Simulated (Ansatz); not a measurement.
CrF₂, relaxed as a triplet with UKS B3LYP-D4/def2-TZVP in Ansatz, starting from the B3LYP-D4/def2-TZVP geometry of the neutral quintet. Force threshold 0.02 eV/Å.

The charge 0 triplet is spin-contaminated (final ⟨S²⟩ up to 2.98, 2.00 for a pure state). At B3LYP-D4/def2-TZVP a quintet of charge 0 lies 1.15 eV below the triplet, each at its own geometry.

Start:

```xyz
3

Cr    0.2920   -0.2384    0.2057
F    -1.3582   -0.6787    0.6930
F     1.0662    0.9171   -0.8988
```

Question: Estimate the energy that the relaxation releases and the steps that it takes.

Answer: 0.0 kcal/mol, in 3 steps; 32 s on 2 threads of Arm Neoverse V2 on a shared host. No frequencies were taken in this run, so the end may be a saddle point.

Question: Does the start keep its bonding and symmetry?

Answer: By distances, no bond broke or formed. The bond that changes most is Cr1–F3, from 1.78 to 1.77 Å (atoms count from 1). Point group C2v at the start, C2v at the end, both within 0.05 Å.

Question: Predict the relaxed structure.

Answer: 
```tsv
atom	x (Å)	y (Å)	z (Å)
Cr1	0.284	-0.232	0.200
F2	-1.354	-0.682	0.696
F3	1.070	0.914	-0.896
```
Bond lengths: 2 × Cr–F 1.77 Å.
